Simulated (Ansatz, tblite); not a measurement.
Cost and result up the ladder for Zn8O8H22 (38 atoms). Charge 0, multiplicity 1. Geometry: PBE-D4/def2-SVP.

```xyz
38

Zn   -3.246    1.607   -1.755
O    -2.143    2.243    1.400
O    -1.177    0.727   -1.170
Zn    0.201    1.806   -0.178
Zn   -1.480    0.660    2.503
O     0.441    0.812    1.664
O     1.660    1.058   -1.391
Zn    3.711    0.372   -1.559
Zn    1.507   -0.886    1.980
O     4.231    0.292    0.439
Zn   -2.517   -0.684   -0.632
O    -1.967   -0.984    1.299
O    -1.681   -2.360   -1.443
Zn    1.407   -0.975   -1.759
Zn   -0.500   -2.471    1.352
O     1.105   -1.749    0.121
H    -3.180    1.499   -3.319
H    -3.586    2.516   -0.466
H    -1.426    2.863    1.106
H    -2.793    2.260    0.590
H    -0.826    0.503   -2.056
H     0.081    3.341    0.224
H    -1.702    0.473    4.035
H     0.882    1.515    2.182
H     1.610    1.598   -2.205
H     4.624    1.322   -2.403
H     3.107   -1.237   -1.796
H     3.033   -0.674    2.379
H     4.627    1.101    0.811
H     3.685   -0.118    1.186
H    -3.969   -0.135   -0.993
H    -2.728   -1.387    1.764
H    -0.829   -2.111   -1.920
H    -1.430   -3.031   -0.747
H     0.269   -1.433   -2.781
H     0.391   -1.989    2.726
H    -1.084   -3.811    0.728
H     1.691   -2.532    0.085
```

Ansatz on 2 threads of AMD EPYC 7R13 on a shared host and a share (18 GiB) of an NVIDIA H100 80GB HBM3; xTB runs through tblite on one thread. Times are rough, summed over both states, and most runs start from the orbitals of an earlier one. r2SCAN0-D4/def2-TZVP serves as the yardstick here, not as an exact answer. The other state is a doublet.

The xTB rows come from tblite. Single mean-field runs in def2-TZVP are fitted with def2-universal-jkfit.

Run but left out: PBE-D4/def2-TZVP (charge +1 doublet: an occupied level 0.01 eV above an empty one).

Raw xTB energies of ions are shifted by several eV.

```csv
level,functions,wall time,vertical IE (eV),difference from r2SCAN0-D4/def2-TZVP (eV)
GFN2-xTB,86,0.098 s,12.64,3.63
GFN1-xTB,108,0.15 s,11.91,2.90
r2SCAN0-D4/def2-TZVP (with forces),764,41 s,9.01,0.00
PBE0-D4/def2-TZVP,764,46 s,8.90,-0.12
```
